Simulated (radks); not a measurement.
Neutral molybdenum inside a hard spherical wall (all orbitals vanish at R), configuration held at [Kr] 4d5 5s1 and not refilled when levels cross. Method: scalar-relativistic Kohn-Sham, LDA (Slater exchange, Perdew-Wang correlation), spin-polarised, spherical densities, finite nucleus; open shells are filled with parallel spins first (spin-orbit coupling, left out, can overturn this in heavy ions); Fermi nuclear charge, rms radius 4.4091 fm; computed with a radial shooting solver on a logarithmic mesh with Libxc functionals. Eigenvalues in eV for spin up, with the zero of energy where the potential of the charges vanishes at infinity; a dash marks a level that is unbound or too diffuse for the functional's potential to be trusted. A positive occupied level is held by the wall or, in an anion where self-interaction has pushed it up, behind a barrier. The pressure on the wall is -dE/dV.

| R (bohr) | E (hartree) | kinetic (hartree) | e(4s) | e(4p) | e(5s) | e(4d) | e(5p, empty) | e(6s, empty) | pressure (GPa) |
|---|---|---|---|---|---|---|---|---|---|
| free | -4044.51248 | 4168.895 | -64.908 | -39.183 | -4.833 | -4.670 | -1.413 | -0.019 | 0 |
| 20 | -4044.51248 | 4168.895 | -64.908 | -39.183 | -4.833 | -4.670 | -1.413 | 0.130 | < 0.0001 |
| 12 | -4044.51244 | 4168.895 | -64.904 | -39.179 | -4.829 | -4.666 | -1.379 | 1.013 | 0.000764 |
| 10 | -4044.51207 | 4168.899 | -64.874 | -39.149 | -4.803 | -4.639 | -1.273 | 2.065 | 0.0113 |
| 8 | -4044.50831 | 4168.929 | -64.684 | -38.961 | -4.622 | -4.470 | -0.823 | 4.819 | 0.174 |
| 5 | -4044.37707 | 4169.578 | -61.905 | -36.273 | -1.223 | -2.004 | 4.574 | 24.935 | 15.4 |
| 3 | -4042.47483 | 4176.721 | -48.307 | -23.199 | 28.530 | 12.756 | 42.196 | 122.87 | 857 |
